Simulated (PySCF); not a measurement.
Method used: delta-SCF UKS SCAN, pcX-2 on the ionised atom, pcseg-1 elsewhere, spin-free X2C in PySCF 2.14.0. Geometries: PBE0-D3(BJ)/def2-SVP; isolated species, one conformer each. Values against the vacuum level.

Problem. Order these sites by rising C 1s binding energy.
A. C5 in `[CH3:1][NH2+:2][BH2-:3][c:4]1[cH:5][cH:6][cH:7][cH:8][cH:9]1`
B. C7 in `[BH2:1][c:2]1[cH:3][cH:4][cH:5][n:6]1[CH:7]([CH3:8])[CH3:9]`
C. C3 in `[CH3:1][C@@H:2]1[CH2:3][CH2:4][CH2:5][CH2:6][B:7]1[C:8]#[N:9]`
D. C7 in `[CH:1]#[C:2][B:3]([NH2:4])[CH:5]1[CH2:6][CH2:7][CH2:8][CH2:9]1`

Solution. A (289.39 eV), D (290.05 eV), C (290.62 eV), B (291.85 eV).

The highest is bonded to N, 2 C and H, the lowest to 2 C (aromatic in the SMILES) and H; the range is 2.46 eV.

Problem. Order these sites by rising N 1s binding energy.
A. Nitrogen in `Bc1cccn1C(C)C`
B. Nitrogen in `C[C@@H]1CCCCB1C#N`
C. Nitrogen in `c1(ccccc1)[BH2-][NH2+]C`

Solution. B (404.95 eV), A (405.79 eV), C (407.40 eV).

The highest is bonded to C, 2 H and B, the lowest to C (triple bond); the range is 2.45 eV.

Problem. Order these sites by rising B 1s binding energy.
A. Boron in `C1CCC(C1)B(N)C#C`
B. Boron in `C[C@@H]1CCCCB1C#N`
C. Boron in `c1c(cccc1)[BH2-][NH2+]C`

Solution. C (193.71 eV), A (195.50 eV), B (196.37 eV).

The highest is bonded to 3 C, the lowest to N, C and 2 H; the range is 2.66 eV.
